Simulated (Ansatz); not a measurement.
`FB(F)c1ccccc1` + H₂Se → `FB(F)[SeH]` + `c1ccccc1`  (ligand exchange at a B–C bond)

Calculated with Ansatz (gas phase, PBE0-D4/def2-TZVP geometries, no zero-point term in ΔE). CCSD(T)/CBS adds triple-zeta CCSD(T) − MP2 to the extrapolated MP2 energy (def2 sets, frozen cores). DFT in def2-TZVPP. For Se outer-core shells are correlated without core-valence functions, which leaves a few kJ/mol of doubt a bond. Scalar relativity is left out up to krypton. One conformer a species, not always the lowest.

`FB(F)c1ccccc1`:

Z-matrix (Å, degrees):
```
B
F 1 1.324
C 1 1.543 2 121.8
F 1 1.324 2 116.4 3 -180.0
C 3 1.397 1 120.7 2 179.9
C 3 1.397 1 120.7 2 -0.1
C 5 1.384 3 120.7 1 180.0
H 5 1.085 3 119.4 1 -0.0
C 6 1.384 3 120.7 1 -180.0
H 6 1.085 3 119.4 1 0.0
C 7 1.388 5 119.8 3 -0.0
H 7 1.084 5 120.2 3 180.0
H 9 1.084 6 120.2 3 180.0
H 11 1.084 7 119.9 5 -180.0
```

H₂Se:

```xyz
3

Se    0.357    0.033   -0.583
H     0.703    0.131    0.839
H    -1.060   -0.164   -0.256
```

`FB(F)[SeH]`:

```xyz
5

F    -0.166    0.668    1.714
B     0.169    0.150    0.551
F     1.405   -0.273    0.386
Se   -1.169    0.036   -0.850
H    -0.239   -0.581   -1.801
```

`c1ccccc1`:

```xyz
12

C     0.441   -1.311   -0.106
C    -0.862   -0.987   -0.456
C    -1.303    0.324   -0.350
C    -0.441    1.311    0.106
C     0.862    0.987    0.456
C     1.303   -0.324    0.350
H     0.786   -2.336   -0.189
H    -1.535   -1.759   -0.812
H    -2.321    0.577   -0.624
H    -0.786    2.336    0.189
H     1.535    1.759    0.812
H     2.321   -0.577    0.624
```

```tsv
species	PBE energy (Eh)
`FB(F)c1ccccc1`	-455.97007
H₂Se	-2402.38393
`FB(F)[SeH]`	-2626.34521
`c1ccccc1`	-232.02088
```

(1) Work out ΔE.

Largest T1 diagnostic among the species: 0.012.

Answers

(1) ΔE = (-2626.34521) + (-232.02088) − (-455.97007) − (-2402.38393) = -0.01209 Eh = -31.7 kJ/mol. CCSD(T)/CBS gives -26.9 kJ/mol.

In def2-TZVPP, CCSD(T) changes the Hartree–Fock value by −3.6 kJ/mol (the triples alone add −0.4 kJ/mol) and MP2 by −7.5 kJ/mol. Leaving LDA and LC-ωPBE aside and taking each functional with its dispersion term where it has one, the values, not all of them listed here, spread over 8.1 kJ/mol, from revPBE-D4 to BHLYP-D4. LDA lies +5.9 kJ/mol from PBE without D4. The D4 term adds +3.1 kJ/mol with B3LYP and +2.2 kJ/mol with PBE0; it sums over pairs of atoms, weighted by their polarisabilities, and B3LYP, whose exchange is more repulsive, gets the larger term.

B3LYP here is the variant with VWN-RPA as its local correlation; programs differ in this.
